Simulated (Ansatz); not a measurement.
ClFH₃NOZr, SMILES `[NH2][Zr]([OH])([F])[Cl]` at its PBE0-D4/def2-TZVP geometry, where that method's forces vanish. Total charge 0; spin multiplicity 1. Zr: def2 effective core potential.

```xyz
8

N     1.2018    0.5393   -0.7436
Zr   -0.2324   -0.5357    0.1748
O    -1.3298    0.7177    1.0958
F     0.6112   -1.8155    1.3122
Cl   -1.4881   -1.7366   -1.4411
H     1.2001    1.5424   -0.8668
H     2.0410    0.1572   -1.1597
H    -2.0038    1.1312    1.6283
```

Question: What forces (eV/Å) does PBE-D4/def2-TZVPP give on these atoms in the Gaussian-basis code of Ansatz? (An estimate is asked.)

Answer: Ansatz gave: 
```
N1  -0.076 -0.047  0.052
Zr2 -0.097 -0.118 -0.088
O3   0.135  0.073 -0.100
F4   0.160 -0.231  0.198
Cl5 -0.092 -0.090 -0.128
H6   0.019  0.342 -0.055
H7   0.290 -0.114 -0.146
H8  -0.338  0.186  0.267
```
